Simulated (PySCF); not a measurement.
NMR data simulated for an unnamed compound:

¹H NMR (400 MHz, computed): δ 7.60 (br, 1H), 5.02 (m, 1H), 4.94 (m, 1H), 2.47 (m, 1H), 2.08 (m, 1H), 1.89 (m, 1H), 1.87 (s, 3H), 1.69 (m, 1H), 1.66 (m, 1H), 1.45 (m, 1H), 1.23 (m, 1H), 0.81 (m, 1H), 0.47 (m, 1H).

¹³C{¹H} NMR (computed): δ 162.7 (C), 113.4 (CH2), 42.5 (CH), 37.6 (CH2), 33.2 (CH2), 30.8 (CH2), 25.7 (CH2), 25.0 (CH3).

Calculated, not measured (PySCF 2.14.0 with density-fitted response routines): PBE0-D3(BJ)/def2-SVP geometry, σ from GIAO-PBE0/pcSseg-1. Non-relativistic Hamiltonian, one computed conformer, gas phase, one averaged value for each set of equivalent atoms.

Chemical shifts δ = σref − σ; TMS for ¹H (σref 31.27) and ¹³C (σref 184.41), all at this level.

Which of these does the molecule contain: a benzene ring, a Si–CH3 group, a Si–H bond, a non-aromatic C=C double bond?

Results:


- A benzene ring: no.
- A Si–CH3 group: no.
- A Si–H bond: no.
- A non-aromatic C=C double bond: yes.

The data belong to `C=C(C)[C@H]1CBCCC1`, C8H15B; they needn't prove each group on their own.

Carbon signals by region: 1 in the far downfield region (above 160 ppm), 1 in the sp2 and nitrile region (100–160 ppm), 6 below 50 ppm. Above 160 ppm: 162.7, fully substituted alkene carbon.

Hydrogens on boron are broadened and split by ¹¹B (spin 3/2, 80 %) and 10B (spin 3). A carbon bonded to boron is broadened by the quadrupolar boron nucleus and is often missing from a measured spectrum. Shifts are as computed. Against solution values, carbons near 30 ppm lie about +2 ppm off and those near 130 ppm about +5 ppm. Of 1309 compounds with measured shifts, 239 miss one by over three times the rms of a fit or turn the order of signals round; such compounds aren't used in these exercises. No couplings were computed; multiplicities are counted from neighbouring protons, with m where these are inequivalent, close in shift, in a saturated or five-membered ring or joined by F or P, and br s for small geminal =CH2 splittings.
